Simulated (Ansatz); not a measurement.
Compare A (`C/C=C(\O)Br`) with its isomer B (`OC/C=C/Br`).

Gas-phase electronic energies from Ansatz, PBE0-D4/def2-TZVP geometries. CBS: MP2 limit from def2 TZ/QZ plus the TZ coupled-cluster correction, frozen cores. Double bonds are as drawn, so ΔE can hold a change between cis and trans. DFT in def2-TZVPP. B3LYP here is the variant with VWN-RPA as its local correlation; programs differ in this. For Br outer-core shells are correlated without core-valence functions, which leaves a few kJ/mol of doubt a bond. Scalar relativity is left out up to krypton. Each species was taken in one conformer, which may not be the lowest.

A:

Z-matrix (Å, degrees):
```
C
C 1 1.491
H 1 1.094 2 110.7
H 1 1.094 2 110.9 3 118.7
H 1 1.090 2 111.5 3 -120.8
C 2 1.325 1 123.5 3 125.5
H 2 1.082 1 119.0 3 -55.1
Br 6 1.901 2 121.5 1 -179.2
O 6 1.347 2 124.2 1 3.0
H 9 0.962 6 109.8 2 -161.2
```

B:

```xyz
10

O    -0.694    1.835   -0.532
C    -0.032    0.632   -0.862
C     0.496   -0.067    0.349
C     0.131   -1.297    0.667
Br    0.760   -2.212    2.183
H    -1.398    1.627    0.089
H     0.795    0.924   -1.515
H    -0.681   -0.044   -1.435
H     1.182    0.490    0.980
H    -0.558   -1.888    0.075
```

**Question.** Which is lower in electronic energy at CCSD(T)/CBS, and by how much? (An estimate is asked.)

**Answer.** Computed: A, by 5.9 kcal/mol.

**Question.** Give E(B) − E(A) in kcal/mol with CCSD(T)/def2-TZVPP, ωB97M-V, B3LYP-D4, B3LYP, r2SCAN-D4, B2PLYP, MP2/def2-TZVPP. (Best estimate.)

**Answer.** The calculation gave: CCSD(T)/def2-TZVPP 5.7, ωB97M-V 6.8, B3LYP-D4 6.8, B3LYP 6.3, r2SCAN-D4 8.3, B2PLYP 6.3, MP2/def2-TZVPP 6.7. None reverses the order clearly.

Largest T1 diagnostic: 0.010.

In def2-TZVPP, CCSD(T) changes the Hartree–Fock value by +2.2 kcal/mol (the triples alone add +0.5 kcal/mol) and MP2 by +3.2 kcal/mol.
